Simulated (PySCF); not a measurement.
C5H4O2, SMILES C=C=C1OC=CO1. The structure is a stationary point at PBE-D3(BJ)/def2-SVP. This is a generated structure with no PubChem entry under its InChIKey; it may be hypothetical.

All values below come from PBE-D3(BJ)/def2-SVP in PySCF 2.14.0.

Harmonic wavenumbers (cm⁻¹): 121, 157, 160, 513, 550, 552, 581, 586, 683, 768, 821, 893, 907, 982, 1041, 1054, 1083, 1161, 1298, 1310, 1462, 1635, 2060, 2991, 3059, 3223, 3247. Rotational constants (GHz): 8.743, 1.915, 1.588; symmetry number 2.

### Question
Work out the zero-point energy and the ideal-gas rigid-rotor harmonic-oscillator thermochemistry at 298.15 K and 1 atm.

### Answer
ZPE = ½ Σ hcν = ½ × 32898 cm⁻¹ = 196.78 kJ/mol. H − E(el) = 215.75 kJ/mol. Entropy in J/(mol K): translation 165.68, rotation 106.76, vibration 51.69, total 324.13. G − E(el) = 119.11 kJ/mol. Cp = 102.48 J/(mol K). Modes under 150 cm⁻¹ make the vibrational entropy uncertain.
